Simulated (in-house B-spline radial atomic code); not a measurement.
Neutral beryllium is squeezed into an impenetrable sphere of radius R (the orbitals vanish at R). No spin polarisation. Computed with a B-spline radial code for spherical atoms: non-relativistic LDA VWN5, spherical fractional occupations, point nucleus.

Energies in eV above the free atom in [He] 2s2:

| R (bohr) | highest level (eV) | [He] 2s2 | [He] 2s1 2p1 | -dE/dV in [He] 2s2 (GPa) |
| --- | --- | --- | --- | --- |
| 7.06 | -5.32 | 0.1412 | 3.816 | 0.291 |
| 6.44 | -5.1 | 0.2952 | 4.053 | 0.725 |
| 4.87 | -3.43 | 1.876 | 6.004 | 8.03 |
| 4.5 | -2.53 | 2.907 | 7.146 | 14.7 |
| 3.89 | -0.0588 | 6.057 | 10.42 | 42.1 |
| 3.11 | 6.91 | 16.23 | 20.18 | 190 |
| 2.8 | 12.3 | 24.66 | 27.83 | 374 |
| 2.07 | 41.3 | 73.51 | 69.4 | 2420 |
| 1.91 | 54.3 | 96.21 | 87.96 | 3920 |
| 1.42 | 135 | 243.9 | 205.2 | 21900 |

Question: Does [He] 2s1 2p1 fall below [He] 2s2 under compression?

Answer: Yes, between R = 2.8 and 2.07 bohr the order changes (near 2.48 bohr by linear interpolation).

The highest level is first positive in the row R = 3.11 bohr, pushed up by confinement above the zero of the free ion's potential. Each configuration is held fixed and needn't be the lowest in the sphere.
